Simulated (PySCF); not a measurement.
A geometry optimisation, step by step.

Compound: C₅H₄F₂Si.
Atom-mapped SMILES: `[F:1][CH:2]=[C:3]=[C:4]=[C:5]=[C:6]([F:7])[SiH3:8]` (hydrogens: H9 on C2; H10, H11, H12 on Si8)

Computed by this run: PBE0-D3(BJ)/def2-SVP geometry optimisation, gas phase in PySCF 2.14.0; density fitting, grid level 2; the optimiser is geomeTRIC in internal coordinates, started from a GFN2-xTB structure. The frame can shift and turn from step to step; on so coarse a grid that alone can change the energy by a few meV, and forces under 0.02 eV/Å are noise.

Step 0: E = -18531.7756 eV, largest atomic force 1.269 eV/Å
```
atom  x, y, z in Å  |  force x, y, z in eV/Å
F1      4.406    0.715   -0.107   -0.460  -0.427   0.347
C2      3.540   -0.084    0.550    0.904   0.716  -0.529
C3      2.292   -0.215    0.188    0.319   0.104   0.046
C4      1.083   -0.339   -0.176    0.006  -0.100   0.012
C5     -0.121   -0.505   -0.544   -0.174   0.062  -0.015
C6     -1.393   -0.558   -0.844   -0.996  -0.352  -0.493
F7     -1.850   -1.492   -1.719    0.097   0.313   0.281
Si8    -2.759    0.581   -0.167    0.709  -0.594  -0.329
H9      4.003   -0.586    1.388    0.187  -0.234   0.385
H10    -2.103    1.519    0.739    0.145   0.421   0.375
H11    -3.726   -0.278    0.516   -0.430  -0.227   0.290
H12    -3.371    1.240   -1.320   -0.305   0.319  -0.370
```

Step 1: E = -18531.8257 eV, largest atomic force 0.481 eV/Å
```
atom  x, y, z in Å  |  force x, y, z in eV/Å
F1      4.560    0.321   -0.237    0.084   0.262  -0.099
C2      3.584   -0.162    0.513    0.051  -0.456   0.142
C3      2.323   -0.204    0.138   -0.027   0.013  -0.029
C4      1.089   -0.325   -0.182    0.029   0.074   0.018
C5     -0.141   -0.461   -0.510   -0.104   0.011  -0.038
C6     -1.427   -0.539   -0.806    0.120  -0.036   0.136
F7     -1.903   -1.587   -1.496   -0.047  -0.031  -0.072
Si8    -2.747    0.671   -0.207   -0.076   0.009   0.030
H9      3.954   -0.605    1.449   -0.082   0.124  -0.034
H10    -2.111    1.653    0.714    0.028   0.007  -0.026
H11    -3.781   -0.130    0.514    0.007   0.028  -0.004
H12    -3.389    1.365   -1.360    0.018  -0.005  -0.026
```

Step 2: E = -18531.8400 eV, largest atomic force 0.223 eV/Å
```
atom  x, y, z in Å  |  force x, y, z in eV/Å
F1      4.517    0.413   -0.223    0.145  -0.012   0.033
C2      3.587   -0.193    0.502   -0.110   0.194  -0.008
C3      2.323   -0.231    0.134   -0.082  -0.133   0.053
C4      1.086   -0.345   -0.181    0.039  -0.011  -0.003
C5     -0.146   -0.482   -0.503   -0.048  -0.052  -0.072
C6     -1.432   -0.560   -0.794   -0.025   0.035   0.095
F7     -1.924   -1.586   -1.509    0.061   0.010  -0.028
Si8    -2.738    0.672   -0.202   -0.022  -0.001   0.023
H9      3.966   -0.609    1.443    0.026  -0.043  -0.068
H10    -2.080    1.651    0.705    0.010   0.007  -0.013
H11    -3.790   -0.100    0.524   -0.007   0.020   0.004
H12    -3.359    1.364   -1.368    0.013  -0.012  -0.015
```

Step 3: E = -18531.8426 eV, largest atomic force 0.217 eV/Å
```
atom  x, y, z in Å  |  force x, y, z in eV/Å
F1      4.538    0.457   -0.177   -0.199  -0.049  -0.070
C2      3.582   -0.178    0.492    0.019   0.097   0.182
C3      2.319   -0.240    0.122    0.154   0.035  -0.128
C4      1.083   -0.366   -0.190   -0.024  -0.005  -0.010
C5     -0.152   -0.504   -0.505    0.061   0.005   0.008
C6     -1.440   -0.574   -0.783   -0.041  -0.013   0.007
F7     -1.929   -1.588   -1.518   -0.005   0.024  -0.014
Si8    -2.737    0.671   -0.195    0.010  -0.010   0.005
H9      3.952   -0.619    1.423    0.022  -0.083   0.026
H10    -2.062    1.654    0.696    0.002   0.001  -0.006
H11    -3.800   -0.074    0.540   -0.006   0.011   0.006
H12    -3.344    1.356   -1.374    0.007  -0.013  -0.007
```

Step 4: E = -18531.8480 eV, largest atomic force 0.084 eV/Å
```
atom  x, y, z in Å  |  force x, y, z in eV/Å
F1      4.498    0.490   -0.179   -0.028  -0.007   0.045
C2      3.571   -0.164    0.512    0.002   0.004  -0.084
C3      2.314   -0.250    0.129    0.020  -0.029   0.006
C4      1.081   -0.387   -0.190   -0.025   0.027   0.020
C5     -0.153   -0.524   -0.508    0.064   0.031   0.030
C6     -1.442   -0.585   -0.783   -0.016  -0.034  -0.037
F7     -1.932   -1.584   -1.536   -0.044   0.015  -0.007
Si8    -2.727    0.672   -0.194    0.022  -0.008  -0.005
H9      3.964   -0.628    1.421    0.013   0.006   0.029
H10    -2.039    1.652    0.691   -0.002  -0.001  -0.001
H11    -3.802   -0.053    0.544   -0.002   0.004   0.005
H12    -3.322    1.357   -1.379   -0.003  -0.008  -0.003
```

Step 5: E = -18531.8484 eV, largest atomic force 0.077 eV/Å
```
atom  x, y, z in Å  |  force x, y, z in eV/Å
F1      4.488    0.507   -0.164   -0.005   0.000   0.011
C2      3.565   -0.161    0.517    0.015   0.001  -0.019
C3      2.310   -0.255    0.131   -0.005  -0.022   0.002
C4      1.078   -0.394   -0.191   -0.001   0.022   0.015
C5     -0.154   -0.533   -0.513   -0.024  -0.060  -0.041
C6     -1.444   -0.593   -0.791   -0.039   0.032   0.006
F7     -1.952   -1.581   -1.547    0.064   0.013   0.010
Si8    -2.717    0.671   -0.195    0.010   0.010   0.006
H9      3.961   -0.625    1.427   -0.003   0.004   0.008
H10    -2.018    1.648    0.683   -0.004   0.003   0.001
H11    -3.794   -0.044    0.551   -0.001   0.001   0.004
H12    -3.313    1.356   -1.379   -0.006  -0.003  -0.002
```

Step 6: E = -18531.8489 eV, largest atomic force 0.027 eV/Å
```
atom  x, y, z in Å  |  force x, y, z in eV/Å
F1      4.485    0.511   -0.157    0.007  -0.006  -0.007
C2      3.565   -0.166    0.519    0.004   0.019   0.019
C3      2.310   -0.261    0.133   -0.004  -0.022  -0.002
C4      1.078   -0.397   -0.190   -0.003   0.015   0.007
C5     -0.154   -0.534   -0.514   -0.003  -0.017  -0.005
C6     -1.444   -0.590   -0.792   -0.004   0.004  -0.004
F7     -1.945   -1.578   -1.552    0.008   0.009  -0.005
Si8    -2.718    0.673   -0.196    0.004   0.003   0.001
H9      3.961   -0.629    1.430   -0.005  -0.004  -0.005
H10    -2.020    1.654    0.679   -0.001   0.001   0.000
H11    -3.793   -0.040    0.553    0.002   0.000   0.003
H12    -3.316    1.353   -1.382   -0.004  -0.002   0.000
```

Step 7: E = -18531.8491 eV, largest atomic force under 0.02 eV/Å
```
atom  x, y, z in Å  |  force x, y, z in eV/Å
F1      4.484    0.507   -0.150    0.007   0.000  -0.005
C2      3.564   -0.169    0.525   -0.002   0.002   0.012
C3      2.309   -0.265    0.136   -0.003  -0.011   0.001
C4      1.078   -0.399   -0.189    0.000   0.012   0.002
C5     -0.153   -0.535   -0.517    0.001  -0.004   0.008
C6     -1.443   -0.587   -0.797    0.011   0.001  -0.005
F7     -1.943   -1.573   -1.560   -0.010   0.004  -0.010
Si8    -2.717    0.676   -0.199   -0.002   0.000  -0.002
H9      3.958   -0.633    1.436   -0.003  -0.001  -0.003
H10    -2.017    1.659    0.672    0.002   0.000  -0.002
H11    -3.788   -0.037    0.556    0.003  -0.001   0.002
H12    -3.321    1.352   -1.384   -0.003  -0.001   0.001
```

**Question.** Summarise the path.

**Answer.** The energy falls by 0.0735 eV from step 0 to step 7; nine tenths of that is first reached at step 3. It falls at every step. The largest force goes from 1.269 to under 0.02 eV/Å. Among the bonds Si8–H12 changes most (a near tie, within 0.001 Å, with another), from 1.462 to 1.492 Å; the atoms move by 0.049 Å rms after alignment.

**Question.** Follow the three bonds and two angles with the largest change from start to end.

**Answer.** 
| step | E above end (eV) | largest force (eV/Å) | Si8–H12 (Å) | Si8–H11 (Å) | Si8–H10 (Å) | C2–C3–C4 (°) | C6–Si8–H11 (°) |
| --- | --- | --- | --- | --- | --- | --- | --- |
| 0 | 0.0735 | 1.269 | 1.462 | 1.463 | 1.459 | 179.4 | 106.8 |
| 1 | 0.0233 | 0.481 | 1.491 | 1.494 | 1.488 | 175.9 | 107.1 |
| 2 | 0.0091 | 0.223 | 1.492 | 1.493 | 1.488 | 176.0 | 107.6 |
| 3 | 0.0065 | 0.217 | 1.492 | 1.492 | 1.488 | 176.4 | 108.2 |
| 4 | 0.0010 | 0.084 | 1.492 | 1.492 | 1.488 | 176.6 | 108.7 |
| 5 | 0.0006 | 0.077 | 1.492 | 1.492 | 1.488 | 176.8 | 108.9 |
| 6 | 0.0002 | 0.027 | 1.492 | 1.492 | 1.488 | 176.9 | 108.9 |
| 7 | 0.0000 | under 0.02 | 1.492 | 1.492 | 1.488 | 177.0 | 108.9 |

What follows is the cost of the whole optimisation. The run took 56 s of wall time on Arm Neoverse V1, one thread, shared host, and the process peaked at 0.63 GiB of memory.
